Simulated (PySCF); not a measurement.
**Ta (tantalum, neutral) across methods**

[Xe] 4f14 5d5, high-spin 6S determinant (an excited configuration). All numbers are calculated (PySCF 2.14, a scalar-relativistic core potential, in aug-cc-pwCVDZ-PP with ECP60MDF).

| method | E (hartree) | mean ε 5p α (eV) | mean ε 5p β (eV) | mean ε 5d α (eV) | Σ⟨r²⟩ (bohr²) | ⟨S²⟩ |
| --- | --- | --- | --- | --- | --- | --- |
| r2SCANh | -57.1892 | -38.377 | -35.210 | -2.880 | 52.63 | 8.753 |
| PW91 | -57.2450 | -36.356 | -34.177 | -2.576 | 54.02 | 8.751 |
| LDA | -57.0450 | -36.309 | -34.209 | -2.688 | 54.25 | 8.750 |
| UHF | -56.63229 | -46.673 | -40.924 | -5.623 | 51.63 | 8.756 |
| r2SCAN | -57.2066 | -37.459 | -34.527 | -2.531 | 52.97 | 8.752 |
| PBE0 | -57.1745 | -38.979 | -35.983 | -3.364 | 52.82 | 8.752 |
| CAM-B3LYP | -57.1180 | -40.362 | -37.478 | -4.344 | 52.80 | 8.751 |
| PBE | -57.2126 | -36.293 | -34.114 | -2.536 | 54.10 | 8.751 |

Question: Estimate the same row for wB97X-V.

Answer: E (hartree) = -57.1204; mean ε 5p α (eV) = -41.347; mean ε 5p β (eV) = -38.617; mean ε 5d α (eV) = -5.177; Σ⟨r²⟩ (bohr²) = 52.53; ⟨S²⟩ = 8.752.

Energies and moments cover only the electrons outside the core potential. Spin-orbit coupling, which splits the p, d and f shells strongly at this Z, is absent.
